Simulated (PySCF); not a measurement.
C$_{3}$H$_{7}$O (SMILES CC(C)[O]), doublet, geometry from GFN2-xTB; DF-PBE0/def2-SVP in PySCF.

PySCF was given this input:
```python
from pyscf import gto, scf, dft

mol = gto.M(
    atom='''
O     0.08881149    1.41624147   -0.02329658
C     0.00962973    0.14136308    0.27258208
H     0.01101452    0.11356863    1.39709535
C    -1.32014766   -0.54404154   -0.11876877
C     1.24109746   -0.70477262   -0.12589560
H    -1.36361392   -0.61281193   -1.20330932
H     1.26961269   -0.77806021   -1.21063645
H    -2.16293297    0.05262281    0.21942231
H     2.15372551   -0.21826934    0.20741092
H    -1.38199246   -1.54074182    0.30800656
H     1.18021755   -1.70153345    0.30087704
''',
    basis='def2-svp',
    spin=1,
    verbose=4,
)

mf = dft.UKS(mol)
mf.xc = 'pbe0'
mf = mf.density_fit(auxbasis='def2-universal-jkfit')
mf.kernel()
```

Output, abridged:

```
PySCF version 2.14.0

[INPUT] verbose = 4
[INPUT] num. atoms = 11
[INPUT] num. electrons = 33
[INPUT] charge = 0
[INPUT] spin (= nelec alpha-beta = 2S) = 1
[INPUT] symmetry False subgroup None
[INPUT] Mole.unit = angstrom
[INPUT] Symbol           X                Y                Z      unit          X                Y                Z       unit  Magmom
[INPUT]  1 O      0.088811490000   1.416241470000  -0.023296580000 AA    0.167829392815   2.676308504551  -0.044024155839 Bohr   0.0
[INPUT]  2 C      0.009629730000   0.141363080000   0.272582080000 AA    0.018197552354   0.267137505325   0.515105477664 Bohr   0.0
[INPUT]  3 H      0.011014520000   0.113568630000   1.397095350000 AA    0.020814426194   0.214613607042   2.640127581403 Bohr   0.0
[INPUT]  4 C     -1.320147660000  -0.544041540000  -0.118768770000 AA   -2.494717521385  -1.028089510987  -0.224440447451 Bohr   0.0
[INPUT]  5 C      1.241097460000  -0.704772620000  -0.125895600000 AA    2.345334293293  -1.331827231892  -0.237908204288 Bohr   0.0
[INPUT]  6 H     -1.363613920000  -0.612811930000  -1.203309320000 AA   -2.576856848445  -1.158046713566  -2.273925057937 Bohr   0.0
[INPUT]  7 H      1.269612690000  -0.778060210000  -1.210636450000 AA    2.399220268372  -1.470320705322  -2.287771326916 Bohr   0.0
[INPUT]  8 H     -2.162932970000   0.052622810000   0.219422310000 AA   -4.087350939092   0.099442698805   0.414648071519 Bohr   0.0
[INPUT]  9 H      2.153725510000  -0.218269340000   0.207410920000 AA    4.069951361389  -0.412469273990   0.391949834044 Bohr   0.0
[INPUT] 10 H     -1.381992460000  -1.540741820000   0.308006560000 AA   -2.611587255614  -2.911580068464   0.582048042969 Bohr   0.0
[INPUT] 11 H      1.180217550000  -1.701533450000   0.300877040000 AA    2.230287936905  -3.215432212286   0.568575202770 Bohr   0.0

nuclear repulsion = 126.373911335497
number of shells = 45
number of NR pGTOs = 145
number of NR cGTOs = 91
basis = def2-svp
ecp = {}

******** <class 'pyscf.df.df_jk.DFUKS'> ********
method = DFUKS
initial guess = minao
damping factor = 0
level_shift factor = 0
DIIS = <class 'pyscf.scf.diis.CDIIS'>
diis_start_cycle = 1
diis_space = 8
diis_damp = 0
SCF conv_tol = 1e-09
SCF conv_tol_grad = None
SCF max_cycles = 50
direct_scf = False
number electrons alpha = 17  beta = 16
XC library pyscf.dft.libxc version 7.1.2
    S. Lehtola, C. Steigemann, M. J. T. Oliveira, and M. A. L. Marques,  SoftwareX 7, 1–5 (2018)
XC functionals = pbe0
    C. Adamo and V. Barone,  J. Chem. Phys. 110, 6158 (1999)
    M. Ernzerhof and G. E. Scuseria,  J. Chem. Phys. 110, 5029 (1999)
radial grids:
    Treutler-Ahlrichs [JCP 102, 346 (1995); DOI:10.1063/1.469408] (M4) radial grids

becke partition: Becke, JCP 88, 2547 (1988); DOI:10.1063/1.454033
pruning grids: <function nwchem_prune>
grids dens level: 3
symmetrized grids: False
atomic radii adjust function: <function treutler_atomic_radii_adjust>
small_rho_cutoff = 0
Set gradient conv threshold to 3.16228e-05
tot grids = 125096
******** <class 'pyscf.df.df.DF'> ********
auxbasis = def2-universal-jkfit
init E= -193.49031902912

cycle= 1 E= -193.172269974634  delta_E= 0.318  |g|= 0.508  |ddm|= 2.21
cycle= 2 E= -192.971963055208  delta_E=  0.2  |g|= 0.899  |ddm|= 2.28
cycle= 3 E= -193.308121292972  delta_E= -0.336  |g|= 0.0865  |ddm|= 1.81
cycle= 4 E= -193.311349939986  delta_E= -0.00323  |g|= 0.068  |ddm|= 0.149
cycle= 5 E= -193.313688336444  delta_E= -0.00234  |g|= 0.014  |ddm|= 0.083
cycle= 6 E= -193.313859472627  delta_E= -0.000171  |g|= 0.00236  |ddm|= 0.0368
cycle= 7 E= -193.313863756248  delta_E= -4.28e-06  |g|= 0.000735  |ddm|= 0.00485
cycle= 8 E= -193.313864138004  delta_E= -3.82e-07  |g|= 0.000337  |ddm|= 0.00135
cycle= 9 E= -193.313864216268  delta_E= -7.83e-08  |g|= 0.000123  |ddm|= 0.000556
cycle= 10 E= -193.313864227475  delta_E= -1.12e-08  |g|= 3.41e-05  |ddm|= 0.000178
cycle= 11 E= -193.313864229301  delta_E= -1.83e-09  |g|= 8.19e-06  |ddm|= 0.000102
cycle= 12 E= -193.313864229418  delta_E= -1.17e-10  |g|= 2.53e-06  |ddm|= 2.26e-05
Extra cycle  E= -193.313864229425  delta_E= -7.39e-12  |g|= 2.01e-06  |ddm|= 5.35e-06
converged SCF energy = -193.313864229425  <S^2> = 0.75445655  2S+1 = 2.0044516
```
